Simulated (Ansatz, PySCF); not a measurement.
Pair of molecules: H2S (SMILES S) (first 3 atoms) with CH6Si (SMILES C[SiH3]); geometry from B3LYP-D3(BJ)/def2-TZVP.
(charge 0, multiplicity 1):
```
atom    x (Å)    y (Å)   z (Å)
----  -------  -------  ------
S     -0.0090  -0.5345  0.3055
H     -0.0206  -1.5721  1.1573
H     -1.1468  -0.0347  0.8134
C      1.1190   1.0767  3.8320
Si    -0.3997   0.0436  4.1959
H      1.9776   0.7210  4.4044
H      0.9491   2.1230  4.0925
H      1.3659   1.0218  2.7709
H     -0.1713  -1.3791  3.8393
H     -1.5676   0.5243  3.4159
H     -0.7539   0.1041  5.6354
```

Basis-set superposition error: the interaction energy with monomers in their own basis, and in the dimer's basis (counterpoise).

The values were computed with Ansatz (a quantum-chemistry and plane-wave program); PySCF for 6-31G* rows. Each number belongs to the level named beside it.

```tsv
level	uncorrected (kcal/mol)	counterpoise (kcal/mol)	difference
HF/aug-cc-pV(D+d)Z	0.53	0.82	0.29
SVWN5/def2-TZVPPD	-3.17	-3.07	0.10
B97M-V/def2-TZVPPD	-1.89	-1.85	0.05
B3LYP/6-31G*	-0.30	0.33	0.63
B3LYP/def2-TZVPPD	0.21	0.29	0.08
CAM-B3LYP/def2-TZVPPD	-0.43	-0.35	0.08
MP2/6-31G*	-1.21	-0.05	1.16
MP2/aug-cc-pV(D+d)Z	-2.41	-1.38	1.04
SCS-MP2/aug-cc-pV(D+d)Z	-1.92	-0.84	1.08
CCSD/aug-cc-pV(D+d)Z	-1.99	-0.98	1.01
```

The error is largest for MP2/6-31G* (1.16 kcal/mol) and smallest for B97M-V/def2-TZVPPD (0.05 kcal/mol).
